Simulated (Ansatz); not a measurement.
GeO₃H₂. Charge 0, multiplicity 1. Geometry PBE-D4/def2-SVP.

```tsv
atom	x (Å)	y (Å)	z (Å)
Ge1	0.5973	-0.8764	-0.1207
O2	0.7548	-2.4971	0.1301
O3	-0.5715	1.4616	0.3448
O4	-0.8030	0.0449	0.6053
H5	-1.4233	1.6846	-0.0885
H6	1.4457	0.1824	-0.8710
```

The structure holds 1 bond(s) between oxygen atoms. Another isomer (singlet) lies 0.93 eV lower at PBE0-D4/def2-TZVP; other spin states weren't run for this one.

**Question.** Estimate the orbital energies around the gap (eV) in Ansatz with PBE-D4/def2-TZVP, revPBE-D4/def2-TZVP, r2SCAN-D4/def2-TZVP, B97M-V/def2-TZVP, PBE0-D4/def2-TZVP.

**Answer.** 
| orbital | PBE-D4/def2-TZVP | revPBE-D4/def2-TZVP | r2SCAN-D4/def2-TZVP | B97M-V/def2-TZVP | PBE0-D4/def2-TZVP |
| --- | --- | --- | --- | --- | --- |
| HOMO−9 | -22.14 | -22.13 | -23.37 | -24.09 | -25.01 |
| HOMO−8 | -13.88 | -13.78 | -14.30 | -14.24 | -15.59 |
| HOMO−7 | -13.35 | -13.28 | -13.87 | -13.93 | -15.25 |
| HOMO−6 | -11.42 | -11.34 | -11.87 | -11.88 | -13.14 |
| HOMO−5 | -10.33 | -10.24 | -10.80 | -10.86 | -12.18 |
| HOMO−4 | -8.87 | -8.79 | -9.21 | -9.25 | -10.35 |
| HOMO−3 | -8.33 | -8.25 | -8.71 | -8.78 | -9.99 |
| HOMO−2 | -7.45 | -7.36 | -7.79 | -7.79 | -9.01 |
| HOMO−1 | -6.84 | -6.76 | -7.20 | -7.25 | -8.43 |
| HOMO | -6.60 | -6.52 | -6.94 | -7.01 | -8.19 |
| LUMO | -2.78 | -2.67 | -2.67 | -2.66 | -2.00 |
| LUMO+1 | -2.48 | -2.36 | -2.24 | -2.21 | -1.40 |
| LUMO+2 | -1.57 | -1.46 | -1.23 | -1.09 | -0.22 |
| LUMO+3 | -0.25 | -0.17 | 0.40 | 0.09 | 0.70 |
| LUMO+4 | 0.92 | 1.02 | 1.57 | 1.28 | 1.85 |
| LUMO+5 | 2.10 | 2.20 | 2.85 | 2.43 | 3.03 |
